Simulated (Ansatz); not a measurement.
Ansatz (a program for electronic structure) input (CCSD(T)/aug-cc-pV(D+d)Z):
A basis named .json is the Basis Set Exchange file of that set.

Ansatz 0.2 input:
```yaml
crystal:
  periodic: [false, false, false]
  atoms:
    - {symbol: P, position_ang: [0.05723658, 0.01068448, -0.39752192]}
    - {symbol: O, position_ang: [-0.14842036, -0.02770597, 1.03081540]}
    - {symbol: H, position_ang: [1.29230879, 0.38539804, -0.96991434]}
    - {symbol: H, position_ang: [-0.96349456, -0.32401754, -1.31378017]}
basis:
  gaussian:
    orbitals: aug-cc-pV_D+d_Z.json
total_charge: 1
magnetization: {spin_polarized: false}
correlation: {method: ccsd_t, electrons: outside_noble_gas}
output: {forces: true}
```

End of the output:

```
cycle   5  -9.11857783 eV  change   -1.5e-3 eV  update   2.2e-3
cycle   6  -9.11952261 eV  change   -9.4e-4 eV  update   7.5e-4
cycle   7  -9.11919975 eV  change    3.2e-4 eV  update   3.0e-4
cycle   8  -9.11918312 eV  change    1.7e-5 eV  update   1.0e-4
cycle   9  -9.11919466 eV  change   -1.2e-5 eV  update   2.6e-5
cycle  10  -9.11918029 eV  change    1.4e-5 eV  update   8.1e-6
cycle  11  -9.11918254 eV  change   -2.2e-6 eV  update   2.8e-6
perturbative correction -0.35772640 eV, -0.0131462028 hartree
the calculation of the forces begins
Total energy: -11341.06874538 eV, -416.7765891404 hartree
Atom 0 at     0.057237     0.010684    -0.397522 Å, force     0.285598     0.053313    -1.983548 eV/Å
Atom 1 at    -0.148420    -0.027706     1.030815 Å, force    -0.308543    -0.057596     2.142903 eV/Å
Atom 2 at     1.292309     0.385398    -0.969914 Å, force     0.095626     0.028607    -0.066849 eV/Å
Atom 3 at    -0.963495    -0.324018    -1.313780 Å, force    -0.072681    -0.024323    -0.092506 eV/Å
Dipole moment:     0.133655     0.024950    -0.928263 e Å
```

It need not be the lowest isomer of its formula.
